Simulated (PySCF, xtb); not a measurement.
Ge(H)2(Br)(OH) (BrGeH3O), SMILES [OH][GeH2][Br].

xtb with GFN2-xTB at its own geometry gives an orbital gap of 6.75 eV and a dipole moment of 4.18 D.

Geometry: PBE0-D3(BJ)/def2-SVP. The values are those of a single conformer.

What does PBE/def2-TZVPD (PySCF) give? (The exact figures need the calculation; the answer reports its results.)

gap 5.60 eV (levels -7.10 and -1.50 eV), dipole 1.44 D.
